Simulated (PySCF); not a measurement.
Species: C₆H₈F₂S (charge -1 and doublet state).
Geometry (GFN2-xTB, Å), atoms numbered from 1 in this order:
```xyz
17
C6H8F2S angstrom
C     -2.3202   -0.9802   -1.0047
C     -1.3199   -0.2474   -0.4515
C     -1.2171   -0.1529    1.0434
C     -0.3830    0.4368   -1.2672
C      0.7144    1.1990   -0.9331
S      1.3179    1.6250    0.6022
C      2.6427    0.0204    0.9801
F      2.4488   -0.5894    2.1842
F      3.9621    0.3714    0.9501
H     -3.0450   -1.5030   -0.4015
H     -2.4301   -1.0726   -2.0739
H     -2.0213   -0.7125    1.5214
H     -1.2701    0.8879    1.3598
H     -0.2620   -0.5444    1.3893
H     -0.5548    0.3405   -2.3373
H      1.2766    1.6398   -1.7507
H      2.4542   -0.7063    0.1795
```

The hyperfine couplings belong to this conformer and change with its torsions.

As a line formula: `[CH2-][C](C)/C=C\SC(F)F` [radical] (charge -1).

Method: PySCF 2.14.0, UKS B3LYP, pcH-1 on C F H S, non-relativistic, mean-field spin-orbit, GIAO. Whether the extra electron is bound in the gas phase wasn't checked; a finite basis holds it in any case. A GFN2-xTB geometry isn't a minimum of the functional, and hyperfine couplings can be far from their values at a DFT geometry, by a factor of two or more for some ions and for spin on atoms past the first row. Stability of the SCF solution: not tested.

Largest spin populations (Mulliken): C1 (+0.39), C4 (+0.28), C7 (+0.24) and C5 (+0.14). Three atoms exceed +0.15. The positive populations add up to 1.13 and the negative ones to -0.13, together 2S = 1.

Test a(H) = Q·ρ(C) for the protons on planar carbons with a spin population beyond ±0.08.

```tsv
H	C	ρ(C)	a(H) (G)	a/ρ (G)
H10	C1	+0.388	-8.35	-21.5
H11	C1	+0.388	-7.81	-20.1
H15	C4	+0.278	-6.53	-23.5
H16	C5	+0.136	-3.55	-26.2
```

A least-squares line through the origin gives Q = -21.6 G with Mulliken populations.

Leave H15 and its like out of the fit. How well does the relation then predict its coupling?

The other protons give Q = -21.1 G, so a = -21.1 × 0.278 ≈ -5.86 G, against the computed -6.53 G.

Couplings in gauss use g_iso = 2.0018.

The run took 2.2 min wall (grids of density and orbitals included) on one thread of an Arm Neoverse V2, shared host, and the process peaked at 1.1 GiB of memory.

The SMILES draws the unpaired electron on C2; the largest computed Mulliken spin population is on C1 (0.39 against -0.07).
